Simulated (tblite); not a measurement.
C₄H₇F₃Si.
SMILES with atom numbers: `[F:1]/[CH:2]=[C:3](\[F:4])[C@H:5]([SiH3:6])[CH2:7][F:8]` (hydrogens: H9 on C2; H10 on C5; H11, H12, H13 on Si6; H14, H15 on C7)

The geometry is computed with GFN2-xTB (gas phase).

Q: What internal coordinates does the optimisation give?

A: 
```csv
bond,length (Å)
F1–C2,1.342
C2=C3,1.326
C3–F4,1.353
C3–C5,1.482
C5–Si6,1.935
C5–C7,1.526
C7–F8,1.372
C2–H9,1.078
C5–H10,1.092
"Si6–H11, Si6–H12, Si6–H13",1.460
C7–H14,1.094
C7–H15,1.096
```

Bonds in one row agree within 0.01 Å and their mean is given. A selection of angles:
```csv
angle,degrees
F1–C2–C3,123.2
C2–C3–F4,120.0
C2–C3–C5,125.9
F4–C3–C5,114.0
C3–C5–Si6,109.7
C3–C5–C7,110.0
Si6–C5–C7,110.7
C5–C7–F8,109.9
```

Torsions: F1–C2–C3–F4 -1° (synperiplanar); C2–C3–C5–Si6 -112° (anticlinal); C3–C5–C7–F8 178° (antiperiplanar).

Si6 (SiH3 silicon) is distorted tetrahedral (angles from 105.4° to 112.3°). The 3 C–C bonds span 1.326 Å (C2=C3, drawn double) to 1.526 Å (C5–C7, drawn single), a spread of 0.200 Å. Of the pairs four or more bonds apart, F4···H14 is among the closest relative to their van der Waals radii: 2.56 Å, 96 % of the sum of Bondi's values. The C–F distances run from 1.342 Å (F1–C2, drawn single) to 1.372 Å (C7–F8, drawn single), a spread of 0.030 Å.

Point group: C1 (no symmetry element, even within 0.4 Å). Its GFN2-xTB frequencies are all real (lowest 44 cm⁻¹). The numbers are those of one conformer. 3 starts were optimised and ended at 0.00, 0.47 and 0.47 kcal/mol (GFN2-xTB); the lowest of these is shown.
